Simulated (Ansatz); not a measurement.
C4H8GeO4⁺, that is Ge(OAc)2H2 with one electron fewer. Charge 1, multiplicity 2. Geometry r2SCAN-D4/def2-SVP, that of the neutral singlet; atoms count from 1.

```xyz
17

Ge    0.771   -0.440   -0.018
O    -0.509   -0.031   -1.295
C    -0.097   -0.549   -2.447
C    -1.019   -0.307   -3.602
O     0.959   -1.163   -2.507
H    -0.628   -0.788   -4.506
H    -1.126    0.777   -3.764
H    -2.021   -0.694   -3.363
O    -0.185    0.428    1.311
C     0.511    0.312    2.437
C    -0.124    0.960    3.629
O     1.577   -0.288    2.448
H     0.514    0.838    4.511
H    -1.112    0.509    3.809
H    -0.294    2.027    3.423
H     2.037    0.343   -0.314
H     0.747   -1.935    0.249
```

Q: Estimate the Mulliken populations from the PBE0/def2-TZVP orbitals of Ansatz.

A: 
```
atom  charge (e)  spin (α − β)
 Ge1        0.39         -0.03
  O2       -0.30          0.04
  C3        0.40         -0.03
  C4       -0.35          0.05
  O5       -0.16          0.44
  H6        0.19          0.00
  H7        0.19          0.00
  H8        0.19          0.00
  O9       -0.30          0.04
 C10        0.40         -0.03
 C11       -0.35          0.05
 O12       -0.16          0.44
 H13        0.19          0.00
 H14        0.19          0.00
 H15        0.19          0.00
 H16        0.14          0.02
 H17        0.14          0.02
```
Mulliken values depend strongly on the basis.

Q: Where does the spin sit?

A: Summed by element: Ge -0.03, O 0.95, C 0.04, H 0.05, of 1 unpaired in all. Largest on single atoms: O12 0.44, O5 0.44, C11 0.05.

Q: And the Mayer bond orders between heavy atoms (over 0.3)?

A: Ge1–O2 0.78 (1.85 Å); Ge1–O9 0.78 (1.85 Å); O2–C3 1.30 (1.33 Å); C3–C4 0.99 (1.50 Å); C3–O5 1.66 (1.22 Å); O9–C10 1.30 (1.33 Å); C10–C11 0.99 (1.50 Å); C10–O12 1.66 (1.22 Å).
